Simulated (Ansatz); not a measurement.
Cost and result for the atomization energy of `Cl[SiH2]CBr` (8 atoms, 7 bonds).

Total charge 0; spin multiplicity 1. Correlated methods include outer-core shells of Br, which these sets cover unevenly. Scalar relativity is left out up to krypton. All single points use the PBE0-D4/def2-TZVP geometry. It is one conformer, not always the lowest. Program: Ansatz. All runs use 4 threads of an Arm Neoverse V1 on a shared host. Times are those of one run each, without the atoms' runs, and a repeat can differ threefold. Electronic energies, without spin–orbit coupling; frozen cores. CCSD(T)/CBS adds CCSD(T) − MP2 in def2-TZVPP to the MP2 limit, and its time is that of the two runs behind it. T1 = 0.008. With those shells the extrapolation isn't a true limit. B3LYP takes the VWN-RPA correlation (the form of Gaussian; ORCA's B3LYP/G).

CCSD(T)/CBS is a level of theory with its own doubt, some kJ/mol a heavy atom from the limit and from the frozen cores, so smaller differences don't rank the functionals.

```tsv
level	functions	wall time
revPBE-D4/def2-TZVPP	219	1.9 s
BLYP-D4/def2-TZVPP	219	2 s
PBE-D4/def2-TZVPP (with forces)	219	2.3 s
BHLYP-D4/def2-TZVPP	219	3.5 s
CAM-B3LYP-D4/def2-TZVPP	219	3.7 s
CCSD(T)/def2-SVP	102	4.2 s
r2SCAN-D4/def2-TZVPP (with forces)	219	4.7 s
B3LYP-D4/def2-TZVPP (with forces)	219	4.9 s
ωB97X-V/def2-TZVPP	219	8.5 s
B97M-V/def2-TZVPP	219	9.5 s
MP2/def2-QZVPP	406	19 s
CCSD(T)/def2-TZVPP	219	110 s
CCSD(T)/CBS(def2)	–	2.1 min
```

Problem. What atomization energy does each give, and how far from CCSD(T)/CBS? (Estimate.)

Solution. Computed: 
```csv
level,atomization (kJ/mol),difference from CCSD(T)/CBS,per bond
revPBE-D4/def2-TZVPP,2516.6,-42.5,-6.1
BLYP-D4/def2-TZVPP,2509.9,-49.2,-7.0
PBE-D4/def2-TZVPP (with forces),2569.2,10.1,1.4
BHLYP-D4/def2-TZVPP,2485.8,-73.3,-10.5
CAM-B3LYP-D4/def2-TZVPP,2536.2,-22.9,-3.3
CCSD(T)/def2-SVP,2372.1,-187.0,-26.7
r2SCAN-D4/def2-TZVPP (with forces),2558.1,-1.0,-0.1
B3LYP-D4/def2-TZVPP (with forces),2530.3,-28.8,-4.1
ωB97X-V/def2-TZVPP,2559.7,0.6,0.1
B97M-V/def2-TZVPP,2558.1,-1.0,-0.1
MP2/def2-QZVPP,2565.7,6.6,0.9
CCSD(T)/def2-TZVPP,2484.1,-75.0,-10.7
CCSD(T)/CBS(def2),2559.1,0.0,0.0
```

From BLYP to BHLYP (50 % exact exchange), in def2-TZVPP and without D4, the atomization energy moves by −7.2 kJ/mol: exact exchange takes away binding that semilocal exchange gives to molecules. Leaving LDA and LC-ωPBE aside and taking each functional with its dispersion term where it has one, the values spread over 83.3 kJ/mol, from BHLYP-D4 to PBE-D4. LDA lies +329.6 kJ/mol from PBE without D4, its usual overbinding. At CCSD(T), def2-SVP lies −187.0 kJ/mol from the extrapolated value and def2-TZVPP −75.1 kJ/mol: correlation converges slowly with the basis, and small sets miss more of it in the bonded molecule than in its fragments.
